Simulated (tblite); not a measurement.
B₂H₆O₂P₂.
SMILES with atom numbers: `[OH:1][B:2]([OH:3])[B:4]([PH2:5])[PH2:6]` (hydrogens: H7 on O1; H8 on O3; H9, H10 on P5; H11, H12 on P6)

Computed with GFN2-xTB (tblite), gas phase: L-BFGS steps from a force-field or distance-geometry start until the largest atomic force falls under 0.01 eV/Å.

Step 46: E = -509.5135 eV
```
atom  x, y, z in Å  |  force x, y, z in eV/Å
O1     -1.5227    0.0842    1.6487   -0.035  -0.018  -0.011
B2     -1.1109   -0.1399    0.3773   -0.010  -0.021   0.015
O3     -2.0840   -0.5399   -0.5051   -0.045   0.037  -0.013
B4      0.5086    0.0743   -0.0058   -0.020   0.032  -0.042
P5      1.8552   -1.0202    0.7215    0.024  -0.130  -0.111
P6      1.1031    1.3862   -1.2465   -0.030  -0.034  -0.104
H7     -2.4622   -0.0559    1.7952    0.048  -0.002  -0.049
H8     -1.8338   -0.6640   -1.4187    0.005  -0.020   0.038
H9      1.1793   -2.2356    0.7112    0.076   0.072   0.045
H10     2.5857   -1.2867   -0.4348   -0.055   0.065   0.136
H11     1.8010    2.1943   -0.3691    0.017  -0.034  -0.001
H12    -0.0181    2.2023   -1.3000    0.025   0.054   0.096
```

Step 47: E = -509.5170 eV
```
atom  x, y, z in Å  |  force x, y, z in eV/Å
O1     -1.5324    0.0860    1.6492   -0.038  -0.040  -0.019
B2     -1.1203   -0.1428    0.3793    0.051  -0.001  -0.007
O3     -2.0868   -0.5454   -0.5102   -0.043   0.049   0.020
B4      0.5025    0.0765    0.0050   -0.055  -0.001  -0.062
P5      1.8521   -1.0156    0.7229    0.060  -0.140  -0.069
P6      1.0946    1.3715   -1.2464   -0.048   0.042  -0.121
H7     -2.4696   -0.0597    1.7993    0.007   0.000  -0.043
H8     -1.8316   -0.6620   -1.4234    0.008  -0.024   0.052
H9      1.1830   -2.2349    0.7059    0.095   0.071   0.023
H10     2.5917   -1.2600   -0.4338   -0.083   0.039   0.154
H11     1.8306    2.1785   -0.3991    0.019  -0.057   0.000
H12    -0.0128    2.2069   -1.2748    0.028   0.063   0.070
```

Step 48: E = -509.5203 eV
```
atom  x, y, z in Å  |  force x, y, z in eV/Å
O1     -1.5373    0.0882    1.6459   -0.037  -0.057  -0.007
B2     -1.1283   -0.1442    0.3764    0.098   0.011  -0.013
O3     -2.0930   -0.5457   -0.5158   -0.026   0.051   0.053
B4      0.4979    0.0771    0.0103   -0.067  -0.045  -0.082
P5      1.8513   -1.0119    0.7234    0.056  -0.056   0.019
P6      1.0875    1.3609   -1.2485   -0.083   0.066  -0.140
H7     -2.4715   -0.0642    1.8022   -0.033   0.008  -0.040
H8     -1.8327   -0.6626   -1.4273    0.005  -0.026   0.042
H9      1.1885   -2.2312    0.7073    0.089   0.018  -0.006
H10     2.5948   -1.2365   -0.4314   -0.070  -0.008   0.113
H11     1.8523    2.1594   -0.4221    0.051  -0.044   0.026
H12    -0.0083    2.2099   -1.2466    0.019   0.084   0.037
```

Step 49: E = -509.5229 eV
```
atom  x, y, z in Å  |  force x, y, z in eV/Å
O1     -1.5450    0.0878    1.6453   -0.010  -0.060   0.002
B2     -1.1340   -0.1447    0.3768    0.088   0.013  -0.015
O3     -2.0977   -0.5446   -0.5186    0.014   0.048   0.054
B4      0.4931    0.0780    0.0167   -0.031  -0.074  -0.098
P5      1.8511   -1.0105    0.7267    0.010   0.042   0.085
P6      1.0800    1.3511   -1.2541   -0.069   0.112  -0.070
H7     -2.4775   -0.0696    1.8027   -0.072   0.010  -0.038
H8     -1.8305   -0.6638   -1.4282   -0.009  -0.023   0.051
H9      1.1938   -2.2300    0.7035    0.081  -0.022  -0.027
H10     2.5948   -1.2121   -0.4277   -0.035  -0.054   0.057
H11     1.8764    2.1436   -0.4463    0.020  -0.092  -0.010
H12    -0.0034    2.2139   -1.2228    0.012   0.100   0.010
```

Problem. Estimate the geometry and energy of step 50. (The exact step hangs on the optimiser's Hessian estimate; all steps are aligned on step 49, rigid shifts and turns removed.)

Solution. E = -509.5260 eV, largest force 0.244 eV/Å
```
atom  x, y, z in Å  |  force x, y, z in eV/Å
O1     -1.5454    0.0882    1.6411    0.014  -0.064   0.009
B2     -1.1364   -0.1441    0.3718    0.052   0.006   0.009
O3     -2.1053   -0.5380   -0.5214    0.052   0.035   0.059
B4      0.4899    0.0749    0.0123    0.016  -0.079  -0.107
P5      1.8525   -1.0075    0.7282   -0.054   0.168   0.168
P6      1.0738    1.3491   -1.2615   -0.088   0.047  -0.051
H7     -2.4762   -0.0742    1.8010   -0.092   0.021  -0.038
H8     -1.8331   -0.6674   -1.4279   -0.026  -0.017   0.027
H9      1.2015   -2.2260    0.7092    0.055  -0.091  -0.042
H10     2.5938   -1.1992   -0.4221    0.030  -0.096  -0.037
H11     1.8859    2.1249   -0.4575    0.062  -0.061   0.016
H12     0.0000    2.2184   -1.1991   -0.023   0.131  -0.013
```

The energy changes by -0.0031 eV. The first-order estimate −F·Δx gives -0.0045 eV and the mean of the old and new forces, exact on a quadratic surface, -0.0031 eV. The step makes an angle of 71° with the force vector and moves no atom by more than 0.024 Å.

What follows is the cost of the whole relaxation. Time: 2.0 s wall, 1.7 s CPU. Hardware: one thread, Intel Xeon at 2.50 GHz (x86_64), shared host with 64 logical CPUs at a one-minute load of 64.
